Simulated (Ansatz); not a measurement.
Relaxation of H6OW (8 atoms, charge 0, multiplicity 1), to a largest force component of 0.03 eV/Å in at most 50 steps.

The calculation used Ansatz, RHF/def2-TZVP.

```xyz
8
Properties=species:S:1:pos:R:3:forces:R:3
W -0.449 0.057 -0.239 0.14 0.01 -0.01
H 2.008 -0.420 1.262 -0.25 -1.30 0.24
H 2.126 0.262 1.118 0.18 1.31 -0.28
H -0.690 1.423 0.798 -0.01 0.02 0.03
H -2.030 0.147 -0.828 0.04 0.01 -0.08
H -0.579 -1.407 0.674 0.01 -0.04 0.03
O 0.431 0.042 -1.860 -0.10 0.05 0.03
H 0.611 0.688 -2.524 -0.01 -0.06 0.05
```

Problem. Where does it end, and by what steps?

Solution. It converged. After 17 steps the energy has fallen by 1.010 eV; H3 moved furthest, 1.14 Å. Parted: H2–H3 (0.71 → 1.84 Å). Joined: W1–H2 (2.92 → 1.69 Å), W1–H3 (2.92 → 1.69 Å).

| step | energy less start (eV) | largest force component (eV/Å) | accepted |
| --- | --- | --- | --- |
| 0 | 0.0000 | 1.305 | yes |
| 1 | -0.0561 | 0.375 | yes |
| 2 | -0.1185 | 0.527 | yes |
| 3 | -0.2260 | 0.357 | yes |
| 4 | -0.2643 | 1.309 | yes |
| 5 | -0.3878 | 0.678 | yes |
| 6 | -0.4227 | 0.570 | yes |
| 7 | -0.4401 | 0.553 | yes |
| 8 | -0.4531 | 0.460 | yes |
| 9 | -0.4660 | 0.136 | yes |
| 10 | -0.4951 | 0.817 | yes |
| 11 | -0.6540 | 1.135 | yes |
| 12 | -0.9251 | 0.812 | yes |
| 13 | -0.9873 | 0.872 | yes |
| 14 | -0.9991 | 0.540 | yes |
| 15 | -1.0054 | 0.423 | yes |
| 16 | -1.0094 | 0.032 | yes |
| 17 | -1.0096 | 0.006 | yes |

```xyz
8
Properties=species:S:1:pos:R:3
W 0.147 0.045 -0.043
H 1.180 -0.930 0.864
H 1.205 0.908 0.955
H -0.489 1.504 0.527
H -1.537 0.042 0.115
H -0.501 -1.462 0.346
O 0.670 0.082 -1.791
H 0.753 0.602 -2.570
```

Time of the run: 20 s on 2 threads of Intel(R) Xeon(R) Platinum 8259CL CPU @ 2.50GHz (Skylake/Cascade Lake) (shared host), peak memory 0.22 GiB.
